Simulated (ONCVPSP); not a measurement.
Building the ONCV potential for zirconium (Zr) (revPBE, scalar-relativistic).

- Element: Zr
- Generator: ONCVPSP 4.0.1
- Type: optimised norm-conserving Vanderbilt (ONCV)
- Functional: revPBE
- Relativity: scalar-relativistic
- Frozen core: [Ar] 3d10
- Valence charge: 12
- Reference configuration: 4s2 4p6 4d2 5s1.5 (charge +0.5)
- Partial waves: 4s+5s: rc 2.35 bohr, ncon 4, nbas 7, qcut 6.6 1/bohr, 2 projectors; 4p: rc 1.65 bohr, ncon 4, nbas 8, qcut 8.8 1/bohr, 3 projectors, debl 3.5 Ha; 4d: rc 2.00 bohr, ncon 4, nbas 9, qcut 5.6 1/bohr, 2 projectors, debl 3.4 Ha
- Local potential: polynomial inside 1.50 bohr (lpopt 5, dvloc0 0 Ha)
- Core correction: Teter function fitted to the true core (icmod 2), fcfact 0.7

All-electron outer shells of the reference configuration (revPBE, scalar-relativistic, ld1.x):

```json
{"shell": "3d", "level (eV)": "-177.83", "outermost node (bohr)": "–", "outermost maximum (bohr)": "0.35"}
{"shell": "4s", "level (eV)": "-57.66", "outermost node (bohr)": "0.55", "outermost maximum (bohr)": "1.08"}
{"shell": "4p", "level (eV)": "-35.63", "outermost node (bohr)": "0.56", "outermost maximum (bohr)": "1.17"}
{"shell": "5s", "level (eV)": "-7.04", "outermost node (bohr)": "1.46", "outermost maximum (bohr)": "3.08"}
{"shell": "4d", "level (eV)": "-6.62", "outermost node (bohr)": "0.58", "outermost maximum (bohr)": "1.59"}
```

Task: Estimate the cutoffs (Ha) at which the residual kinetic energy of the hardest occupied pseudo-wave falls to 1 and 0.1 mHa per electron.

Result: 23 Ha and 29 Ha.

Task: What does a ghost test show?

Result: No bound ghost flagged; no localised positive-energy state flagged.

Task: Which valence shell sets the plane-wave cutoff?

Result: 4p: 23 Ha for 1 mHa per electron, against 13 Ha for 4d.

Task: Tests: 4s2 4p6 4d2 5s2; 4s2 4p6 4d2 5s1; 4s2 4p6 4d2 5s0; 4s2 4p6 4d1 5s2 5p1. Which has the largest error in its energy relative to the reference configuration, and how large is it?

Result: 4s2 4p6 4d2 5s0, with -7.1 meV (all-electron minus pseudo) on +17.01 eV.
